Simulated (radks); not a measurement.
Numerical settings for the ruthenium ion Ru3+, [Kr] 4d5. All-electron calculation, scalar-relativistic Kohn-Sham, BLYP, spin-polarised, spherical densities, finite nucleus; open shells are filled with parallel spins first (spin-orbit coupling, left out, can overturn this in heavy ions); Fermi nuclear charge, rms radius 4.4809 fm. Program: a radial shooting solver on a logarithmic mesh with Libxc functionals. The defaults (mesh step 0.008 in ln r, mesh end at 40 bohr or more with all orbitals vanishing there, Anderson mixing 0.5 over 9 steps, residual threshold near 1e-9 with the energy settled to 1e-9 hartree or 1e-11 of itself, here a cap of 63 iterations) give E = -4529.3458 hartree and 4d at -38.562 eV in 16 iterations. Run on one thread of a shared host, so times are rough (Arm Neoverse V1): 0.2 s of CPU time, 0.2 s wall, 16 iterations on 2189 mesh points. One setting is changed at a time: mesh step in ln r 0.05; mesh step in ln r 0.003; mesh step in ln r 0.08; mesh end (bohr) 8; mesh end (bohr) 5; residual threshold 1e-13; residual threshold 0.001; mixing 1; linear mixing, mixing 0.8; linear mixing, mixing 1; mixing history 2; iteration cap 2. Which runs fail to converge, and which converge to a wrong energy?

Answer. Not converged within the cap: mesh step in ln r 0.08; residual threshold 1e-13; linear mixing, mixing 0.8; linear mixing, mixing 1; iteration cap 2. Settings that end as converged yet miss the energy by more than 1 mhartree: mesh end (bohr) 5 (+0.0016 hartree).
